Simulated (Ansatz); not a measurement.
## A family of molecules: the HOMO–LUMO gap

One atom is swapped for its congeners: SiH2(SeH); GeH2(SeH); SnH2(SeH). All are doublets with charge 0.

Shapes, held fixed at every level: PBE0-D4/def2-TZVP. Flexible molecules stand in one conformer, not always the lowest. Programs: Ansatz 0.2.0. Values in eV.

| level | SiH2(SeH) | GeH2(SeH) | SnH2(SeH) |
| --- | --- | --- | --- |
| SPW92/def2-TZVPP | 0.99 | 0.78 | 0.64 |
| PBE-D4/def2-TZVPP | 1.40 | 1.08 | 0.88 |
| r2SCAN-D4/def2-TZVPP | 2.17 | 1.75 | 1.49 |
| B3LYP-D4/def2-TZVPP | 2.71 | 2.39 | 2.11 |
| r2SCAN0-D4/def2-TZVPP | 3.88 | 3.51 | 3.15 |
| wB97M-V/def2-TZVPP | 6.72 | 6.73 | 6.33 |
| wB97X-V/def2-TZVPP | 7.18 | 6.95 | 6.53 |

At wB97X-V/def2-TZVPP the HOMO–LUMO gap falls at every step, from 7.18 to 6.53 eV. 6 of 7 levels show this order throughout; 6 agree on the largest and the smallest. Open shells run unrestricted unless RO is named. For atoms past krypton def2 sets carry core potentials with scalar relativity. Relativity is left out for Ge, Se unless named. Orbital gaps aren't excitation energies, and the LUMO depends on the basis.
